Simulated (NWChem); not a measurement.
Program: NWChem. System: BrSn (+1), charge 1, spin multiplicity 1, at a geometry optimised with PBE0/def2-SVP with def2 effective core potentials on Sn. The structure started from a generated list of species. Level: EOM-CCSD/def2-SVPD with def2 effective core potentials on Sn, 13 core orbitals frozen.

Input file:

```
start mol
memory heap 100 mb stack 700 mb global 1900 mb
charge 1
geometry units angstroms nocenter noautoz
  Sn     0.000000     0.000000    -0.998694
  Br     0.000000     0.000000     1.426706
  symmetry group C2v
end
basis spherical
  * library def2-svpd
end
ecp
  Sn library def2-ecp
end
scf
  rhf
  nopen 0
  maxiter 100
  thresh 1e-7
  semidirect memsize 60000000 filesize 0
end
tce
  freeze core 13
  ccsd
  nroots 1
  2eorb
  2emet 13
  thresh 1e-5
  maxiter 200
  tilesize 24
end
task tce energy
```

NWChem printed:

```
             Northwest Computational Chemistry Package (NWChem) 7.3.0
             --------------------------------------------------------

                                NWChem Input Module
                                -------------------

 Scaling coordinates for geometry "geometry" by  1.889725989
 (inverse scale =  0.529177249)

 Turning off AUTOSYM since
 SYMMETRY directive was detected!

                             Geometry "geometry" -> ""
                             -------------------------

 Output coordinates in angstroms (scale by  1.889725989 to convert to a.u.)

  No.       Tag          Charge          X              Y              Z
 ---- ---------------- ---------- -------------- -------------- --------------
    1 Sn                  50.0000     0.00000000     0.00000000    -0.99869400
    2 Br                  35.0000     0.00000000     0.00000000     1.42670600

 Effective nuclear repulsion energy (a.u.)     381.8175087612

            Nuclear Dipole moment (a.u.)
            ----------------------------
        X                 Y               Z
 ---------------- ---------------- ----------------
     0.0000000000     0.0000000000     0.0000188973

      Symmetry information
      --------------------

 Group name             C2v
 Group number             16
 Group order               4
 No. of unique centers     2

      Symmetry unique atoms

     1    2


 Summary of "ao basis" -> "" (spherical)
 ------------------------------------------------------------------------------
       Tag                 Description            Shells   Functions and Types
 ---------------- ------------------------------  ------  ---------------------
 *                         def2-svpd                  on all atoms

 Summary of "ao basis" -> "ao basis" (spherical)
 ------------------------------------------------------------------------------
       Tag                 Description            Shells   Functions and Types
 ---------------- ------------------------------  ------  ---------------------
 Sn                        def2-svpd                12       32   5s4p3d
[...]
 Iteration   6 using    6 trial vectors
   0.0043049424362   0.1659067817314    4.51456     0.3     0.3

 Iteration   7 using    7 trial vectors
   0.0020435307868   0.1658980323210    4.51432     0.3     0.3

 Iteration   8 using    8 trial vectors
   0.0009931461716   0.1659108372283    4.51467     0.3     0.3

 Iteration   9 using    9 trial vectors
   0.0006896298945   0.1659120885308    4.51470     0.3     0.3

 Iteration  10 using   10 trial vectors
   0.0004007923618   0.1659108292187    4.51467     0.3     0.3

 Iteration  11 using   11 trial vectors
   0.0001605415356   0.1659095507896    4.51463     0.3     0.3

 Iteration  12 using   12 trial vectors
   0.0000547600955   0.1659088300755    4.51461     0.3     0.3

 Iteration  13 using   13 trial vectors
   0.0000188490110   0.1659087785318    4.51461     0.3     0.3

 Iteration  14 using   14 trial vectors
   0.0000065615699   0.1659087620359    4.51461     0.3     0.3
 --------------------------------------------------------------
 Iterations converged
 ------------------

 Excited state root  1
 Excitation energy / hartree =        0.165908762035894
                   / eV      =        4.514609040219367
 largest EOMCCSD amplitudes: R1 and R2

 Singles contributions
    29b1  (alpha) ---    25a1  (alpha)        0.1058367963
    29b1  (alpha) ---    28a1  (alpha)       -0.9132507779

 Doubles contributions

 =========================================
 Excited-state calculation ( b2  symmetry)
 =========================================
 Dim. of EOMCC iter. space      500

 EOMCCSD SOLVER TYPE  1
  maxdiff =   0.39250041827290660

 No. of initial right vectors    1

 EOM-CCSD right-hand side iterations
 --------------------------------------------------------------
      Residuum       Omega / hartree  Omega / eV    Cpu    Wall
 --------------------------------------------------------------

 Iteration   1 using    1 trial vectors
   0.4157823095212   0.2504205088241    6.81429     0.4     0.4

 Iteration   2 using    2 trial vectors
   0.1102808062130   0.1736355252068    4.72487     0.3     0.3

 Iteration   3 using    3 trial vectors
   0.0447726183515   0.1679469231652    4.57007     0.3     0.3

 Iteration   4 using    4 trial vectors
   0.0204616482457   0.1664284953206    4.52875     0.3     0.3

 Iteration   5 using    5 trial vectors
   0.0089883713826   0.1659683870581    4.51623     0.3     0.3

 Iteration   6 using    6 trial vectors
   0.0043049424362   0.1659067817314    4.51456     0.3     0.3

 Iteration   7 using    7 trial vectors
   0.0020435307868   0.1658980323210    4.51432     0.3     0.3

 Iteration   8 using    8 trial vectors
   0.0009931461716   0.1659108372284    4.51467     0.3     0.3

 Iteration   9 using    9 trial vectors
   0.0006896298945   0.1659120885308    4.51470     0.3     0.3

 Iteration  10 using   10 trial vectors
   0.0004007923618   0.1659108292187    4.51467     0.3     0.3

 Iteration  11 using   11 trial vectors
   0.0001605415356   0.1659095507897    4.51463     0.3     0.3

 Iteration  12 using   12 trial vectors
   0.0000547600955   0.1659088300755    4.51461     0.3     0.3

 Iteration  13 using   13 trial vectors
   0.0000188490110   0.1659087785318    4.51461     0.3     0.3

 Iteration  14 using   14 trial vectors
   0.0000065615699   0.1659087620359    4.51461     0.3     0.3
 --------------------------------------------------------------
 Iterations converged
 ------------------

 Excited state root  1
 Excitation energy / hartree =        0.165908762035903
                   / eV      =        4.514609040219589
 largest EOMCCSD amplitudes: R1 and R2

 Singles contributions
    30b2  (alpha) ---    25a1  (alpha)        0.1058367963
    30b2  (alpha) ---    28a1  (alpha)       -0.9132507779

 Doubles contributions

 Task  times  cpu:       24.4s     wall:       24.4s

 Total times  cpu:       24.4s     wall:       24.4s
```
